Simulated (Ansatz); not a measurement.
**Question.** Name a neutral molecule of B, C, Cl, S and H with HOMO energy (ωB97M-V/def2-TZVPP) between -10.10 and -9.80 eV and HOMO–LUMO gap (B3LYP/def2-TZVPP) between 5.50 and 5.80 eV (Ansatz, PBE0-D4/def2-TZVP geometry).

**Answer.** `CC#CB(S)Cl` (-9.86 eV, 5.71 eV); `C=CB(S)Cl` (-10.01 eV, 5.61 eV). Other molecules can fit too; these were computed, each in one conformer that needn't be the lowest.

B3LYP here is the variant with VWN-RPA as its local correlation; programs differ in this.
